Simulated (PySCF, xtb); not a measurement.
C4H7FSi, SMILES C[Si@H](F)C=C=C. The values are those of a single conformer.

Harmonic wavenumbers (cm⁻¹) from GFN2-xTB run with xtb 6.7.1 at its own minimum, in rising order: 25, 88, 101, 184, 197, 219, 316, 421, 444, 632, 649, 682, 766, 803, 826, 837, 843, 846, 951, 1101, 1257, 1377, 1416, 1479, 1482, 2072, 2279, 3016, 3033, 3040, 3053, 3078, 3085.

Problem. What does PBE0-D3(BJ)/def2-SVP (PySCF 2.14.0) give at its own minimum? (Estimate from the structure and the level; the computed values follow.)

Solution. 41, 106, 142, 219, 227, 279, 358, 475, 501, 667, 674, 753, 799, 836, 845, 878, 896, 928, 979, 1073, 1253, 1270, 1421, 1423, 1432, 2070, 2248, 3063, 3155, 3158, 3170, 3175, 3252. Paired by order, the mean absolute difference is 52 cm⁻¹ and the zero-point energies are 58.0 and 59.7 kcal/mol.
